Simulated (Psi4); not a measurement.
C4H5Si, doublet, geometry from GFN2-xTB; PBE/STO-3G (Psi4).

The Psi4 input:
```
memory 2 GB

molecule {
0 2
  C     0.44591387   -1.25163106   -0.25016052
  C    -0.85427276   -1.18702227   -0.47642741
  C    -1.45041082    0.13547882   -0.23550690
  C    -0.61209766    1.09308108    0.17677132
  Si    1.14625334    0.39568132    0.32014655
  H    -1.48154538   -1.99980383   -0.81057598
  H    -2.51176486    0.27248353   -0.39774692
  H    -0.94808515    2.09659071    0.38137223
  H     2.07767975    0.98642045   -0.63647063
  H     1.64137302    0.36533126    1.69331065
}

set basis sto-3g
set reference uks

energy('pbe')
print_variables()
```

Q: What does Psi4 print? Leave out banner, timings and long lists.

A: 
```
   => Loading Basis Set <=

    Name: STO-3G
    Role: ORBITAL
    Keyword: BASIS

         ---------------------------------------------------------
                                   SCF
               by Justin Turney, Rob Parrish, Andy Simmonett
                          and Daniel G. A. Smith
                              UKS Reference
         ---------------------------------------------------------

  ==> Geometry <==

    Molecular point group: c1
    Full point group: C1

    Geometry (in Angstrom), charge = 0, multiplicity = 2:

       Center              X                  Y                   Z               Mass
    ------------   -----------------  -----------------  -----------------  -----------------
         C            0.431270727955    -1.230441620010    -0.247253967979    12.000000000000
         C           -0.868915902045    -1.165832830010    -0.473520857979    12.000000000000
         C           -1.465053962045     0.156668259990    -0.232600347979    12.000000000000
         C           -0.626740802045     1.114270519990     0.179677872021    12.000000000000
         SI           1.131610197955     0.416870759990     0.323053102021    27.976926534650
         H           -1.496188522045    -1.978614390010    -0.807669427979     1.007825032230
         H           -2.526408002045     0.293672969990    -0.394840367979     1.007825032230
         H           -0.962728292045     2.117780149990     0.384278782021     1.007825032230
         H            2.063036607955     1.007609889990    -0.633564077979     1.007825032230
         H            1.626729877955     0.386520699990     1.696217202021     1.007825032230

  Running in c1 symmetry.

  Rotational constants: A =      0.25660  B =      0.15696  C =      0.10091 [cm^-1]
  Rotational constants: A =   7692.61693  B =   4705.39596  C =   3025.31958 [MHz]
  Nuclear repulsion =  191.649517915630895

  Charge       = 0
  Multiplicity = 2
  Electrons    = 43
  Nalpha       = 22
  Nbeta        = 21

  ==> Algorithm <==

  SCF Algorithm Type is DF.
  DIIS enabled.
  MOM disabled.
  Fractional occupation disabled.
  Guess Type is SAD.
  Energy threshold   = 1.00e-06
  Density threshold  = 1.00e-06
  Integral threshold = 1.00e-12

  ==> Primary Basis <==

  Basis Set: STO-3G
    Blend: STO-3G
    Number of shells: 22
    Number of basis functions: 34
    Number of Cartesian functions: 34
    Spherical Harmonics?: true
    Max angular momentum: 1

  ==> DFT Potential <==

   => LibXC <=

[...]
      Ntotal   =   42.9999768780 ; deviation = -2.312e-05

   @Spin Contamination Metric:   1.706710216E-02
   @S^2 Expected:                7.500000000E-01
   @S^2 Observed:                7.670671022E-01
   @S   Expected:                5.000000000E-01
   @S   Observed:                5.000000000E-01

    Orbital Energies [Eh]
    ---------------------

    Alpha Occupied:

[...]
      22A     -0.115167

    Alpha Virtual:

[...]
    Beta Occupied:

[...]
    Beta Virtual:

[...]
      34A      0.762713

    Final Occupation by Irrep:
              A
    DOCC [    21 ]
    SOCC [     1 ]
    NA   [    22 ]
    NB   [    21 ]

  @DF-UKS Final Energy:  -439.18827268044549

   => Energetics <=

    Nuclear Repulsion Energy =            191.6495179156308950
    One-Electron Energy =                -985.6666993579539167
    Two-Electron Energy =                 399.0032248724027681
    DFT Exchange-Correlation Energy =     -44.1743161105252113
    Empirical Dispersion Energy =           0.0000000000000000
    VV10 Nonlocal Energy =                  0.0000000000000000
    Total Energy =                       -439.1882726804454933

  UHF NO Occupations:
  HONO-2 :   20  A 1.9997287
  HONO-1 :   21  A 1.9922562
  HONO-0 :   22  A 1.0000000
  LUNO+0 :   23  A 0.0077438
  LUNO+1 :   24  A 0.0002713
  LUNO+2 :   25  A 0.0002486
  LUNO+3 :   26  A 0.0001777

Computation Completed

Properties will be evaluated at   0.000000,   0.000000,   0.000000 [a0]

Properties computed using the SCF density matrix

 Multipole Moments:

 ------------------------------------------------------------------------------------
     Multipole            Electronic (a.u.)      Nuclear  (a.u.)        Total (a.u.)
 ------------------------------------------------------------------------------------

 L = 1.  Multiply by 2.5417464519 to convert [e a0] to [Debye]
 Dipole X            :          1.4198378           -1.1898759            0.2299619
 Dipole Y            :         -1.4396441            1.7218163            0.2821721
 Dipole Z            :         -0.1178920            0.2361812            0.1182892
 Magnitude           :                                                    0.3827479

 ------------------------------------------------------------------------------------

  Variable Map:
  ----------------------------------------------------------------------------
[...]
  Array Variable Map:
  ----------------------------------------------------------------------------
[...]
[...]
```
